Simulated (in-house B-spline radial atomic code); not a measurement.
A calculation on Be: its settings, and results tabulated from the run. Computed with a radial B-spline atomic code at the basis-set limit: scalar-relativistic (X2C) BHandHLYP, spin-polarised, spherical fractional occupations, Fermi nucleus of rms radius 2.519 fm.

Command:
```bash
python run_scf.py task.json out
```
Settings (nuclear radius in fm, mass in u):
```
Z                4
configuration    [He] 2s2
hamiltonian      x2c
method           bhandhlyp
spin_polarised   True
nucleus          fermi
rms_radius       2.519
atomic_mass      9.01218
speed_of_light   137.035999084
```

Output (hartree, bohr):
```
 radial grid: 80 intervals, B-splines of order 8, outer radius 50 bohr

 iter        energy (Eh)    residual
    1         -14.484022    6.68e-02
    2         -14.665268    6.53e-03
    3         -14.666335    3.00e-03
    4         -14.666574    1.38e-03
    5         -14.666650    1.14e-04
    6         -14.666651    2.25e-05
    7         -14.666651    1.70e-06
    8         -14.666651    4.38e-08

 total energy                       -14.66665
 kinetic                              14.6105
 electron-nucleus                    -33.7038
 Hartree                               7.1870
 exact exchange                       -1.3341
 exchange-correlation                 -1.4262

 orbital      occ     eigenvalue          <r>       <r^2>       <1/r>     <1/r^2>       r_max
 1s up      1.000        -4.3395     0.417832    0.237238     3.67501     27.8369      0.2663
 1s down    1.000        -4.3395     0.417832    0.237238     3.67501     27.8369      0.2663
 2s up      1.000        -0.2659      2.60905     8.18611    0.539382     1.18676       2.022
 2s down    1.000        -0.2659      2.60905     8.18611    0.539382     1.18676       2.022

 Slater integrals (Eh)
   F0(1s up,1s up)               2.261941
   F0(1s up,1s down)             2.261941
   F0(1s up,2s up)               0.491495
   G0(1s up,2s up)               0.028860
   F0(1s up,2s down)             0.491495
   F0(1s down,1s down)           2.261941
   F0(1s down,2s up)             0.491495
   F0(1s down,2s down)           0.491495
   G0(1s down,2s down)           0.028860
   F0(2s up,2s up)               0.348571
   F0(2s up,2s down)             0.348571
   F0(2s down,2s down)           0.348571
```

Time taken, with all properties: 0.21 s on 1 thread of Intel(R) Xeon(R) 6975P-C, with other jobs on the host.
